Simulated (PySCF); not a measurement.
## SMILES S=C1C=C[C@H]1CBr, C5H5BrS

Geometry (Å), atoms numbered from 1 in this order:
```xyz
12

S     1.5739   -2.2069    0.6345
C     1.1223   -0.7061    0.2663
C     1.6782    0.4280   -0.4442
C     0.5611    1.1656   -0.2942
C    -0.1756    0.0972    0.4918
C    -1.4076   -0.5016   -0.1479
Br   -2.8885    0.7747   -0.1214
H     2.6338    0.5897   -0.9056
H     0.2505    2.1437   -0.6100
H    -0.3690    0.3506    1.5372
H    -1.2337   -0.7510   -1.1945
H    -1.7443   -1.3846    0.3943
```

Level of theory: GIAO wB97X-D/pcSseg-1 magnetisability, rotational g tensor and spin-rotation constants, non-relativistic, gas phase in PySCF. Geometry: GFN2-xTB.

The calculation is non-relativistic, which matters for the atoms heavier than Zn.

**Question.** Give the nuclear spin-rotation constants along the inertial axes (H = +C I·J) beside the isotropic shieldings.

**Answer.** Rotational constants 3.8782, 0.6084, 0.5370 GHz. A star marks the isotopologue with that one atom substituted, in its own axes.
| atom | isotope | Caa (kHz) | Cbb (kHz) | Ccc (kHz) | mean (kHz) | σ (ppm) |
| --- | --- | --- | --- | --- | --- | --- |
| Br7 | 79Br | 0.829 | 1.033 | 0.821 | 0.894 | 2372.1 |
| H8 | 1H | -0.058 | -0.005 | -0.051 | -0.038 | 25.2 |
| H9 | 1H | 0.007 | 0.030 | -0.064 | -0.009 | 22.2 |
| H10 | 1H | -0.396 | -0.072 | 0.028 | -0.146 | 28.3 |
| H11 | 1H | -0.431 | -0.064 | 0.020 | -0.158 | 28.8 |
| H12 | 1H | -0.426 | 0.025 | -0.050 | -0.150 | 27.9 |
| S1 | 33S* | 3.276 | 0.576 | 0.107 | 1.319 | -381.8 |
| C2 | 13C* | 2.476 | 0.370 | 0.134 | 0.993 | -66.6 |
| C3 | 13C* | 1.364 | 0.299 | 0.109 | 0.591 | 31.1 |
| C4 | 13C* | 1.583 | 0.354 | 0.094 | 0.677 | 4.9 |
| C5 | 13C* | 0.757 | 0.137 | 0.115 | 0.336 | 122.6 |
| C6 | 13C* | 0.650 | 0.117 | 0.104 | 0.290 | 140.2 |

For the geometry as given, no vibrational averaging.

**Question.** How do the rotational constants and the g tensor change when H8, H9, H10, H11, H12 are replaced by deuterium?

**Answer.** Constants 3.3743, 0.5989, 0.5242 GHz; g -0.0479, -0.0141, -0.0059, against -0.0551, -0.0143, -0.0060 before.
